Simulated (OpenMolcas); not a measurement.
## Sb II: RASPT2 settings compared

- Program: OpenMolcas
- Basis: ANO-RCC-VDZP [6s5p3d1f]
- Scalar Hamiltonian: DKH4, point nucleus
- Active space: 4 electrons in 9 orbitals (RAS2 5s 5p; RAS3 5d, at most 2 electrons)
- State averaging: 2S+1 = 3 even, 3 roots; 2S+1 = 1 even, 6 roots kept (CI in the orbitals of an earlier block); 2S+1 = 3 odd, 5 roots; 2S+1 = 5 odd, 1 root kept (CI in the orbitals of an earlier block)
- Spin-orbit coupling: RASSI with atomic mean-field integrals over the reference wave functions, term energies averaged over their components

Methods on the same reference wave functions:
A. RASSCF
B. SS-RASPT2, IPEA 0.1 Eh, no level shift (closed shells correlated: 4d)
C. SS-RASPT2, IPEA 0.75 Eh, sigma2 regulariser 0.3 Eh (closed shells correlated: 4s 4p 4d)
D. XMS-RASPT2, IPEA 0.1 Eh, imaginary shift 0.15 Eh (closed shells correlated: none)

Energies in eV above 5s2 5p2 3P0, the measured ground level; measured values from NIST Handbook of Basic Atomic Spectroscopic Data.

```csv
Level,A,B,C,D,Measured
5s2 5p2 3P0,0.0000,0.0000,0.0000,0.0000,0.0000
5s2 5p2 3P1,0.3500,0.353,0.353,0.355,0.3787
5s2 5p2 3P2,0.6978,0.698,0.696,0.699,0.7015
5s2 5p2 1D2,1.8081,1.777,1.770,1.774,1.5857
5s2 5p2 1S0,3.3056,3.226,3.240,3.191,2.9639
5s 5p3 5S* 2,5.5911,6.085,6.182,5.681,6.4128
```

Deviations, from unrounded energies. A percentage is the sum of absolute deviations over the sum of measured energies, with the sign that they share, or ± where signs differ.

```csv
Against measurement,Levels,A,B,C,D
mean absolute deviation (cm-1),5,2300,1300,1200,1900
fine structure of the ground term (%),2,-3.0,-2.7,-2.9,-2.4
other terms of the ground configuration (%),2,+12.4,+10.0,+10.1,+9.1
other configurations (%),1,-12.8,-5.1,-3.6,-11.4
```

C lies closest to measurement on these levels and A furthest from it. The largest miss of C in the table is 5s2 5p2 1S0, by +2200 cm-1. The ranking rests on the paired levels alone, and a cruder setting can come out closer through cancelling errors.

Among B to D the level of the table that moves most is 5s 5p3 5S* 2, by 4000 cm-1 (lowest in D, highest in C). Moves below CASPT2's spread within the term are not significant.

From A to B the spin-free energies of the other terms of 5s2 5p2 shown, above 3P, scale by a factor of 0.97.

The lowest spin-free term lies below A's lowest term by 0.322 hartree in B, 0.381 hartree in C, 0.007 hartree in D.

Terms from blocks run as CI alone lack orbitals of their own. Active for correlation alone: 5d; no level in the range computed is led by a configuration that fills it, so any true level of that kind is missing. Computed and measured levels are paired by configuration, term and J; levels that our copy of the source lacks, or whose pairing is in doubt (as where it misses far off the trend of its configuration), stay unpaired and out of the deviations. Levels of configurations outside the active space are missing. The table leaves out levels that lie high or whose names do not pair safely across all columns.

* marks odd parity.
